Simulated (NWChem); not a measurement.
# NbNH$_{2}$OCl$_{2}$; SMILES [NH2][Nb](=[O])([Cl])[Cl]

```xyz
7

Nb     0.2538     0.0811     0.0000
O      1.1463     1.5036     0.0000
Cl    -1.0269    -0.0839     1.9193
Cl    -1.0269    -0.0839    -1.9193
N      1.6151    -1.2961     0.0000
H      2.6199    -1.1349     0.0000
H      1.4125    -2.2954     0.0000
```
Atoms are numbered in this order, from 1.

Program: NWChem. Medium grid unless said otherwise, to which SCAN and Minnesota functionals are sensitive. Structure relaxed at the PBE0/def2-SVP level. Not confirmed as a minimum by frequencies. def2 effective core potentials on Nb; no spin-orbit coupling. B3LYP is NWChem's, with the RPA form of VWN correlation. Total energies of different functionals are on different scales.

```
level               energy (Ha)  highest occupied level (eV)  orbital gap (eV)  dipole (D)
------------------  -----------  ---------------------------  ----------------  ----------
B3LYP/def2-SVP       -1108.4578                        -8.41              5.92        3.65
PBE/def2-SVP         -1107.9301                        -7.31              4.26        3.61
revPBE/def2-SVP      -1108.2625                        -7.27              4.26        3.60
PBE0/def2-SVP        -1107.9530                        -8.74              6.38        3.71
KT2/def2-SVP         -1117.3893                          [?]               [?]        3.60
M06-2X/def2-SVP      -1108.2122                       -10.06              8.61        3.75
M05-2X/def2-SVP      -1108.2825                       -10.12              8.79        3.75
LRC-wPBEh/def2-SVP   -1107.9843                       -10.60              9.91        3.73
HCTH/407/def2-SVP    -1108.7484                        -7.50              4.22        3.65
MN15/def2-SVP        -1107.9022                        -9.43              7.58        3.70
r2SCAN/def2-SVP      -1108.3321                        -7.72              4.66        3.72
```

Complete the blanks.


- KT2/def2-SVP, highest occupied level (eV): -7.39
- KT2/def2-SVP, orbital gap (eV): 4.14
